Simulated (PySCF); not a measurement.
TaOBr, SMILES [O]=[Ta][Br] (connectivity only; charge and spin as stated), neutral, multiplicity 3.

Coordinates come from a B3LYP-D3(BJ)/def2-TZVP optimisation. The spin state was assumed, not searched. The def2 effective core potentials stand for the cores of Ta; spin–orbit coupling is left out.

Two levels are set side by side: PBE/def2-TZVPD (PySCF) and CAM-B3LYP/def2-TZVPD (PySCF). Same geometry, gas phase. Differences are taken from unrounded values.

| quantity | CAM-B3LYP | PBE | PBE minus CAM-B3LYP |
|---|---|---|---|
| α-spin orbital gap (eV) | 5.52 | 0.71 | -4.80 |
| β-spin orbital gap (eV) | 7.56 | 3.74 | -3.82 |
| dipole moment (D) | 3.57 | 3.13 | -0.44 |
| mean polarisability (bohr³) | 79.5 | 82.7 | 3.2 |

Loosely held outer electrons make PBE densities more polarisable. Differences between two approximate levels are no errors against the true value.

Rough cost on one machine, each run with all the roots and properties that it gave: CAM-B3LYP against PBE within a factor of 2.
